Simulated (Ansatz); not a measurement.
Two shapes of singlet H3(+).

Shape 1:

```xyz
3

H     0.5222    0.0000    0.0000
H    -0.2611    0.4523    0.0000
H    -0.2611   -0.4523    0.0000
```

Shape 2:

```xyz
3

H     0.4804    0.0000    0.0000
H    -0.2402    0.4161    0.0000
H    -0.2402   -0.4161    0.0000
```

Basis set: 6-31G* (spherical functions). All electrons are correlated. Charge 1, multiplicity 1.

Computed with Ansatz (development build ahead of 0.2.0); each method stands on the lowest determinant of its kind that the runs found.

Task: Which shape is lower in energy, and by how much in each method?

Result:

```
 method  E(2) − E(1) (eV)
    RHF            -0.082
RHF-MP2            -0.056
```

Shape 2 is lower. Caution: stretched shape with no unrestricted run beside it, a lower state can exist. Caution for RHF-MP2: bonds are stretched, where a single reference can fail.
